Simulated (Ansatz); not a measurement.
Cost and result for the atomization energy of FGaH4SeSi, SMILES `F[SiH]([GaH2])[SeH]` (8 atoms, 7 bonds).

Charge 0, multiplicity 1. Correlated methods include outer-core shells of Ga, Se, which these sets cover unevenly. Scalar relativity is left out up to krypton. The structure was optimised at the PBE0-D4/def2-TZVP level. It is one conformer, not always the lowest. Program: Ansatz. All runs use 4 threads of an Arm Neoverse V2 on a shared host. Times are those of one run each, without the atoms' runs, and a repeat can differ threefold. Electronic energies, without spin–orbit coupling; frozen cores. CCSD(T)/CBS adds CCSD(T) − MP2 in def2-TZVPP to the MP2 limit, and its time is that of the two runs behind it. T1 = 0.012. With those shells the extrapolation isn't a true limit.

CCSD(T)/CBS is a level of theory with its own doubt, some kJ/mol a heavy atom from the limit and from the frozen cores, so smaller differences don't rank the functionals.

| level | functions | wall time | atomization (kJ/mol) | difference from CCSD(T)/CBS | per bond |
| --- | --- | --- | --- | --- | --- |
| LDA (SPW92)/def2-TZVPP | 225 | 1 s | 2558.0 | 294.6 | 42.1 |
| revPBE-D4/def2-TZVPP | 225 | 1.7 s | 2189.0 | -74.4 | -10.6 |
| BLYP-D4/def2-TZVPP | 225 | 1.8 s | 2207.6 | -55.8 | -8.0 |
| PBE-D4/def2-TZVPP (with forces) | 225 | 2.1 s | 2243.2 | -20.2 | -2.9 |
| PBE0-D4/def2-TZVPP | 225 | 3.3 s | 2214.5 | -48.9 | -7.0 |
| r2SCAN-D4/def2-TZVPP (with forces) | 225 | 4.5 s | 2258.4 | -5.0 | -0.7 |
| PBE-QIDH/def2-TZVPP | 225 | 5 s | 2218.5 | -44.9 | -6.4 |
| B2PLYP/def2-TZVPP | 225 | 5.5 s | 2199.3 | -64.1 | -9.2 |
| CCSD(T)/def2-SVP | 116 | 7.5 s | 2058.3 | -205.1 | -29.3 |
| ωB97X-V/def2-TZVPP | 225 | 8 s | 2262.2 | -1.2 | -0.2 |
| MP2/def2-QZVPP | 425 | 18 s | 2258.0 | -5.4 | -0.8 |
| CCSD(T)/def2-TZVPP | 225 | 2.3 min | 2198.9 | -64.5 | -9.2 |
| CCSD(T)/CBS(def2) | – | 2.6 min | 2263.4 | 0.0 | 0.0 |

From r2SCAN to r2SCAN0 (25 % exact exchange), in def2-TZVPP and without D4, the atomization energy moves by −40.1 kJ/mol: exact exchange takes away binding that semilocal exchange gives to molecules. At CCSD(T), def2-SVP lies −205.1 kJ/mol from the extrapolated value and def2-TZVPP −64.5 kJ/mol: correlation converges slowly with the basis, and small sets miss more of it in the bonded molecule than in its fragments. The D4 term adds +34.9 kJ/mol with B3LYP and +18.2 kJ/mol with PBE0; it sums over pairs of atoms, weighted by their polarisabilities, and B3LYP, whose exchange is more repulsive, gets the larger term.

B3LYP here is the variant with VWN-RPA as its local correlation; programs differ in this.

For some Ge, Se and Sn compounds the MP2-based and the directly extrapolated limit differ by 10 to 25 kJ/mol.
